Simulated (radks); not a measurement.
Spin polarisation of the 3d4 shell in Cr2+. Start: [Ar] 3d(up 2, down 2); electrons of 3d are moved from spin down to spin up, other shells keep equal spins. Calculated with a radial shooting solver on a logarithmic mesh with Libxc functionals: scalar-relativistic Kohn-Sham, r2SCAN, spin-polarised, spherical densities, finite nucleus; meta-GGA in the generalised Kohn-Sham scheme; Fermi nuclear charge, rms radius of each element as measured or else 0.836 A^(1/3) + 0.57 fm.

| moment (Bohr magnetons) | E - E(0) (eV) | e(3d up) (eV) | e(3d down) (eV) | 3p down minus up (eV) | 3s down minus up (eV) |
|---|---|---|---|---|---|
| 0 | 0.000 | -22.583 | -22.583 | 0.000 | 0.000 |
| 1 | -0.312 | -23.156 | -21.907 | 1.313 | 1.316 |
| 2 | -1.251 | -23.632 | -21.121 | 2.630 | 2.634 |
| 3 | -2.830 | -24.011 | -20.195 | 3.956 | 3.960 |
| 4 | -5.097 | -24.307 | -18.950 | 5.305 | 5.304 |

At moment 4 the spin-polarisation energy is -5.097 eV and the 3d exchange splitting 5.357 eV, that is 1.339 eV per Bohr magneton; E = -I m^2/4 would give I = 1.274 eV.
